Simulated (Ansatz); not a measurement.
Total energies of AlBrGeH4Si.

Z-matrix (Å, degrees):
```
Si
Al 1 2.389
Ge 1 2.381 2 62.7
Br 1 2.446 2 63.5 3 105.9
H 1 1.495 2 158.2 3 150.4
H 2 1.577 1 146.9 3 166.9
H 3 1.542 1 126.1 2 119.3
H 3 1.544 1 108.4 2 -107.0
```

Total charge 0; spin multiplicity 1. Correlated methods include outer-core shells of Br, Ge, which these sets cover unevenly. Scalar relativity is left out up to krypton. The bonds changed during the relaxation, so this is another structure than the one it started from. Geometry: relaxed with PBE0-D4/def2-TZVP. Basis def2-TZVPP, Ansatz 0.2.0.

RPA on PBE orbitals: Hartree–Fock energy of these orbitals -5180.89834 Eh, correlation -1.20033 Eh (frozen core).

```tsv
functional	energy without D4 (Eh)	D4 term (kJ/mol)
revPBE	-5185.02131	-55.2
B2PLYP	-5184.51340	–
```

(1) Give the same for LDA (SPW92), PBE, BLYP, r2SCAN, B97M-V, PBE0, B3LYP, r2SCANh, r2SCAN0, HSE06 (plane-wave form), BHLYP, CAM-B3LYP, LC-ωPBE, ωB97X-V, ωB97M-V, PBE-QIDH. (Estimate.)

B3LYP takes the VWN-RPA correlation (the form of Gaussian; ORCA's B3LYP/G). HSE06 is the plane-wave form, built on full-range PBE exchange. The double hybrids freeze the cores in their second-order part.

## Answers

(1) Computed: 
```
             functional  energy without D4 (Eh)  D4 term (kJ/mol)
            LDA (SPW92)             -5176.57027                 –
                    PBE             -5184.52478             -24.9
                   BLYP             -5185.58063             -52.0
                 r2SCAN             -5185.43750              -5.3
                 B97M-V             -5184.53771                 –
                   PBE0             -5184.71917             -21.4
                  B3LYP             -5185.62529             -41.3
                r2SCANh             -5185.42495              -5.9
                r2SCAN0             -5185.40781              -6.7
HSE06 (plane-wave form)             -5184.71151             -20.5
                  BHLYP             -5185.47348             -41.1
              CAM-B3LYP             -5185.75349             -22.6
                LC-ωPBE             -5184.69878                 –
                ωB97X-V             -5184.99529                 –
                ωB97M-V             -5185.20396                 –
               PBE-QIDH             -5183.90363                 –
```

LC-ωPBE has ω = 0.4 bohr⁻¹.
